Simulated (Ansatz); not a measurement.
The cluster AlCu₃. Charge 0, multiplicity 3. Geometry PBE-D4/def2-SVPD, that of the charge -1 doublet; atoms count from 1.

Cartesian coordinates in Å:
```
Al -0.536 0.947 1.006
Cu 1.075 0.480 -0.817
Cu -1.137 -0.269 -0.976
Cu 0.598 -1.158 0.787
```

The structure comes from a short search, and lower isomers may exist.

Question: Estimate the Mulliken populations from the PBE0/def2-TZVPD orbitals of Ansatz.

Answer: 
| atom | charge (e) | spin (α − β) | d electrons |
| --- | --- | --- | --- |
| Al1 | 0.03 | 0.73 | – |
| Cu2 | -0.04 | 0.38 | 9.83 |
| Cu3 | 0.00 | 0.44 | 9.84 |
| Cu4 | 0.00 | 0.44 | 9.84 |
Mulliken values and Mayer orders depend strongly on the basis. With diffuse functions, as here, like atoms can get unlike values, and bond orders can come out too low or too high.

Question: Where does the spin sit?

Answer: Summed by element: Al 0.73, Cu 1.27, of 2 unpaired in all. Largest on single atoms: Al1 0.73, Cu4 0.44, Cu3 0.44.

Question: And the Mayer bond orders between bonded heavy atoms (over 0.3)?

Answer: Al1–Cu2 0.55 (2.48 Å); Al1–Cu3 0.61 (2.40 Å); Al1–Cu4 0.61 (2.40 Å); Cu2–Cu3 0.60 (2.34 Å); Cu2–Cu4 0.60 (2.34 Å); Cu3–Cu4 0.45 (2.63 Å).
